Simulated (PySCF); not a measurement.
## Electronic structure of P (phosphorus, neutral) at the M06 level

Configuration: [Ne] 3s1 3p4, high-spin 4P determinant (an excited configuration). Calculation: PySCF 2.14, in aug-cc-pwCVQZ; no relativity, point nucleus.

```
Total energy                                                  : -340.9543 hartree
One-electron energy                                           : -470.7129 hartree
Hartree (Coulomb) energy                                      : 152.8994 hartree
Exchange-correlation energy                                   : -23.1408 hartree
Kinetic energy                                                : 340.48138 hartree
⟨S²⟩                                                          : 3.7591
⟨L²⟩                                                          : 2.011
Sum of ⟨r⟩                                                    : 15.18 bohr
Sum of ⟨r²⟩                                                   : 31.59 bohr²
Traceless quadrupole moment −½Σ⟨3z² − r²⟩ along its main axis : -2.71 e·bohr²
Density at the nucleus (Gaussians lack the cusp)              : 2160 bohr⁻³
Spin density at the nucleus                                   : 6.99 bohr⁻³
Langevin diamagnetic susceptibility                           : -25.0 ×10⁻⁶ cm³/mol
```

```tsv
shell	electrons	mean orbital energy (eV)	spread (eV)	rms radius, mean of both spins (bohr)
1s α	1	-2104.1	0	0.121
1s β	1	-2103.6	0	0.121
2s α	1	-183.53	0	0.567
2s β	1	-183.01	0	0.567
2p α	3	-132.38	0.376	0.543
2p β	3	-131.77	0.104	0.543
3s α	1	-17.412	0	2.00
3p α	3	-7.881	0.723	2.51
3p β	1	-5.475	0	2.51
```
